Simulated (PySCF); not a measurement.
Successive ionisation energies of one element at GMP2 (screened spin-orbit), starting from the ion with 29 electrons. Calculated with PySCF 2.14, two-component X2C-1e (Gaussian nucleus, no Breit or QED terms), each ion in its own even-tempered basis; GMP2 freezes the deep shells of the larger ions and drops the highest virtual spinors; eV.

302.02, 543.65, 593.26, 647.82, 704.57, 759.15, 831.59, 890.41, 953.13, 1018.6, 1081.6, 1264.3

Which element is it?

Molybdenum (Mo, Z = 42); the list starts at Mo¹³⁺. The hydrogenic estimate 13.606 eV × (q + 1)²/n² with q = 13 and n = 4 gives 166.67 eV for the first entry, a lower bound because the other electrons screen the nucleus only in part.
